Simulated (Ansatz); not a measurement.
Basis-set series for `OP1[SiH2][Se]1`. Total charge 0; spin multiplicity 1. The structure was optimised at the PBE0-D4/def2-TZVP level. It is one conformer, not always the lowest.

```
functional       basis  functions  energy (Eh)  HOMO (eV)  LUMO (eV)
   PBE0-D4  def2-TZVPP        205  -3108.92707      -6.85      -0.82
   PBE0-D4  def2-QZVPP        376  -3109.00269      -6.88      -0.89
   ωB97M-V  def2-TZVPP        205  -3109.33287      -8.87       1.09
   ωB97M-V  def2-QZVPP        376  -3109.40530      -8.90       0.81
```

(1) Give the rows for def2-SVP. (Estimate.)

Results:

(1) The calculation gave: 
| functional | basis | functions | energy (Eh) | HOMO (eV) | LUMO (eV) |
| --- | --- | --- | --- | --- | --- |
| PBE0-D4 | def2-SVP | 97 | -3108.30734 | -6.79 | -0.63 |
| ωB97M-V | def2-SVP | 97 | -3108.71241 | -8.78 | 1.41 |

Positive LUMOs are unbound and depend on the basis. Scalar relativity is left out up to krypton.

All numbers were calculated with Ansatz.
